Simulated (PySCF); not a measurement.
Cost of one run: excited-state job, `OCC(F)=C(F)F`.

Method: TDDFT PBE0/def2-SVPD, vertical, gas phase, core orbitals frozen in the response (PySCF 2.14.0, density-fitted response routines). Geometry: GFN2-xTB, MD frame at 625 fs, 300 K. Work: 5 singlets by full TDDFT, polarisability, density fitting. The input is one job of a driver script: a line of settings, then coordinates in Å.

Command:
```bash
OMP_NUM_THREADS=1 python probes_run.py task.json out
```

Input:
```
{"job": {"kind": "uv", "xc": "PBE0", "basis": "def2-SVPD", "nstates": 5, "ntriplets": 0}, "charge": 0, "multiplicity": 1}
O     -1.659800    -1.343000     0.061800
C     -1.001100    -0.176100    -0.208400
C      0.350900    -0.017500     0.607700
F      0.299600     0.305800     1.932900
C      1.476700    -0.277700     0.050700
F      2.657200    -0.206600     0.608900
F      1.565000    -0.850800    -1.194900
H     -1.833200    -1.551800     1.005600
H     -0.786200    -0.192400    -1.324400
H     -1.592400     0.720400     0.054200
```

Hardware: one thread of an Arm Neoverse V1, shared host with 32 logical CPUs at a one-minute load of 15. PySCF's memory limit was set to 1200 MB.

**Question.** How large is the basis?

**Answer.** 176 functions for 56 electrons, with 624 fitting functions; the fitted three-index integrals, 624 × 176 × 177/2 numbers of 8 bytes, come to 74 MiB.

**Question.** How long does the run take?

**Answer.** About 16 s. The SCF took 13 cycles.

**Question.** Estimate the peak memory.

**Answer.** About 0.78 GiB. Peak memory is the resident size of the whole Python process, interpreter and libraries included.

**Question.** At this speed, how long would 500 such jobs take on 96 cores, one job a core?

**Answer.** 500/96 gives 6 rounds of 16 s, about 96 s of wall time and 2.2 core-hours, if the jobs don't slow each other.

The SCF part of the output:
```
coarse grid: 9464 points
cycle   1  E = -489.7750268353  dE =  1.035e+00  |g| = 8.416e-01  |ddm| = 4.026e+00
cycle   2  E = -489.5900988615  dE =  1.849e-01  |g| = 1.323e+00  |ddm| = 2.017e+00
cycle   3  E = -489.9016306752  dE = -3.115e-01  |g| = 7.333e-02  |ddm| = 1.302e+00
cycle   4  E = -489.9024876724  dE = -8.570e-04  |g| = 3.047e-02  |ddm| = 1.360e-01
cycle   5  E = -489.9026244347  dE = -1.368e-04  |g| = 1.145e-02  |ddm| = 3.849e-02
cycle   6  E = -489.9026457566  dE = -2.132e-05  |g| = 1.068e-03  |ddm| = 1.290e-02
cycle   7  E = -489.9026460051  dE = -2.485e-07  |g| = 3.783e-04  |ddm| = 2.903e-03
final grid: 95760 points
cycle   8  E = -489.9733101592  dE = -2.878e-05  |g| = 7.983e-03  |ddm| = 6.930e-02
cycle   9  E = -489.9732955147  dE =  1.464e-05  |g| = 1.221e-02  |ddm| = 1.889e-02
cycle  10  E = -489.9733221188  dE = -2.660e-05  |g| = 6.257e-04  |ddm| = 1.093e-02
cycle  11  E = -489.9733221941  dE = -7.528e-08  |g| = 1.801e-04  |ddm| = 8.289e-04
cycle  12  E = -489.9733222003  dE = -6.245e-09  |g| = 5.635e-05  |ddm| = 2.532e-04
cycle  13  E = -489.9733222010  dE = -6.670e-10  |g| = 1.854e-05  |ddm| = 9.458e-05
converged SCF energy = -489.9733222010
```

On the final grid dE counts from the start density on that grid.

Times come from a shared host and carry two figures at best.
